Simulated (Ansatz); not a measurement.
Conformers of `C[CH](C)[In]([OH])[SH]`, each relaxed with PBE0-D4/def2-TZVP in Ansatz. CBS adds the triple-zeta coupled-cluster correction to the MP2 limit.

Elements past krypton have def2 core potentials. Outer-core shells of In are correlated without core-valence functions. Spin–orbit coupling is left out.

Not all of them had a frequency check.

Conformer A:

Cartesian coordinates in Å:
```
C -1.401 -0.909 0.574
C -0.730 0.065 -0.382
C -0.437 -0.566 -1.736
In 1.064 0.912 0.495
O 1.597 0.630 2.398
S 2.741 2.266 -0.519
H -1.660 -0.446 1.529
H -2.330 -1.296 0.137
H -0.766 -1.774 0.787
H -1.386 0.929 -0.530
H 0.010 0.141 -2.438
H -1.363 -0.940 -2.190
H 0.242 -1.420 -1.650
H 0.984 0.082 2.894
H 3.435 2.326 0.631
```

Conformer B:

Z-matrix (Å, degrees):
```
C
C 1 1.520
H 1 1.094 2 111.8
H 1 1.097 2 110.5 3 119.0
H 1 1.093 2 112.4 3 -121.1
C 2 1.522 1 112.2 3 -61.8
In 2 2.173 1 111.2 3 63.2
H 2 1.095 1 109.1 3 177.5
H 6 1.097 2 110.3 1 -58.0
H 6 1.094 2 111.9 1 60.8
H 6 1.093 2 112.6 1 -177.9
O 7 1.991 2 124.9 1 -177.9
S 7 2.386 2 126.7 1 1.1
H 12 0.960 7 113.5 2 -1.0
H 13 1.344 7 93.0 2 0.4
```

Question: Which is lowest in electronic energy at CCSD(T)/CBS (frozen core, def2 sets), and by how much? (An estimate is asked.)

Answer: The calculation gave: A; B lies 2.0 kJ/mol higher. Gaps under about 2 kJ/mol don't settle the order.

Question: Give the energies relative to A (kJ/mol) with r2SCAN-D4/def2-TZVPP, PBE0-D4/def2-TZVPP, ωB97X-V/def2-TZVPP, HF/def2-TZVPP, SCS-MP2/def2-TZVPP, HF/def2-QZVPP, HF/CBS(def2). (An estimate is asked.)

Answer: Computed: 
```tsv
level	B
r2SCAN-D4/def2-TZVPP	2.7
PBE0-D4/def2-TZVPP	2.3
ωB97X-V/def2-TZVPP	2.6
HF/def2-TZVPP	2.7
SCS-MP2/def2-TZVPP	2.0
HF/def2-QZVPP	2.4
HF/CBS(def2)	2.4
```
